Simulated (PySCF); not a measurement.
# Fractional electron number in As²⁺ (arsenic, charge +2)

The 4p alpha orbital of [Ar] 3d10 4s2 4p1 is emptied in steps (occupation f), with all orbitals relaxed, ending at [Ar] 3d10 4s2. All numbers are calculated (PySCF 2.14, scalar relativity through the core potential, in aug-cc-pVDZ-PP with ECP10MDF). The exact energy is a straight line in f; departures are measured from the line between the end points of the same method.

```
   f  UHF (eV)  LDA (eV)  PBE (eV)  PBE0 (eV)  r2SCAN (eV)  LC-wPBE (eV)  BHandHLYP (eV)  wB97X (eV)  B3LYP (eV)  CAM-B3LYP (eV)
   1     0.000     0.000     0.000      0.000        0.000         0.000           0.000       0.000       0.000           0.000
0.75     0.058    -0.940    -0.910     -0.668       -0.863        -0.145          -0.453      -0.221      -0.743          -0.436
 0.5     0.077    -1.253    -1.208     -0.884       -1.133        -0.185          -0.602      -0.297      -0.987          -0.578
0.25     0.057    -0.936    -0.899     -0.656       -0.826        -0.131          -0.449      -0.226      -0.736          -0.430
   0     0.000     0.000     0.000      0.000        0.000         0.000           0.000       0.000       0.000           0.000
```

Task: For LC-wPBE, how does the orbital energy at f = 1 compare with the removal energy?

Result: −ε = 27.369 eV against a total-energy difference of 28.166 eV. By Janak's theorem ε = ∂E/∂f, so the gap between them reflects the curvature. Along the path −ε is 27.800 (f = 0.75), 28.201 (f = 0.5), 28.550 (f = 0.25) eV.

```csv
method,E(f=0) − E(f=1) (eV),−ε at f=1 (eV),−ε at f=0.5 (eV)
UHF,27.449,27.764,27.445
LDA,28.111,23.101,28.122
PBE,27.976,23.111,28.006
PBE0,28.028,24.445,28.060
r2SCAN,28.241,23.593,28.333
LC-wPBE,28.166,27.369,28.201
BHandHLYP,28.005,25.583,28.016
wB97X,27.870,26.698,27.858
B3LYP,28.106,24.139,28.122
CAM-B3LYP,28.132,25.802,28.146
```

Reference removal energy between the ground levels: 28.349 ± 0.012 eV (measured; NIST Atomic Spectra Database, ionization energies). The calculation has no spin-orbit coupling. UHF lacks correlation.
